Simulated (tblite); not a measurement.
Isomers of C4H13FSi3. Method: GFN2-xTB as coded in tblite; computed harmonic values from a numerical Hessian at the method's own geometry, unscaled. This tight-binding method is rough: wavenumbers can miss measured ones by several per cent, in bad cases by 10 to 20. Modes of hydrogen on silicon can be 10 to 20 % off. One conformer each.

Electronic energies: GFN2-xTB at the same geometries; isomer energies are rough at this level and their order can be wrong.

```json
{"SMILES": "F/C=C(\\[SiH3])C[SiH2]C[SiH3]", "electronic energy, lowest = 0 (kJ/mol)": "0.0"}
{"SMILES": "C[SiH2][SiH2]/C(=C/F)[SiH2]C", "electronic energy, lowest = 0 (kJ/mol)": "49.4"}
{"SMILES": "F[C@H]1C[C@@H]([SiH]([SiH3])[SiH3])C1", "electronic energy, lowest = 0 (kJ/mol)": "1.7"}
{"SMILES": "FC[Si@@H]1C[C@H](C[SiH3])[SiH2]1", "electronic energy, lowest = 0 (kJ/mol)": "42.0"}
```

How do GFN2-xTB zero-point energies change the relative energies?

```tsv
SMILES	ZPE (kJ/mol)	of it from modes above 1550 cm⁻¹	electronic (kJ/mol)	with ZPE, lowest = 0 (kJ/mol)	lowest mode (cm⁻¹)	rings
F/C=C(\[SiH3])C[SiH2]C[SiH3]	373.1	207.0	0.0	0.0	22	0
F[C@H]1C[C@@H]([SiH]([SiH3])[SiH3])C1	387.3	199.8	1.7	16.0	16	1
FC[Si@@H]1C[C@H](C[SiH3])[SiH2]1	392.0	203.4	42.0	60.9	36	1
C[SiH2][SiH2]/C(=C/F)[SiH2]C	383.4	215.7	49.4	59.7	6	0
```

The zero-point energies span 18.9 kJ/mol, from `F/C=C(\[SiH3])C[SiH2]C[SiH3]` to `FC[Si@@H]1C[C@H](C[SiH3])[SiH2]1`. The lowest isomer stays, but the order above it changes.
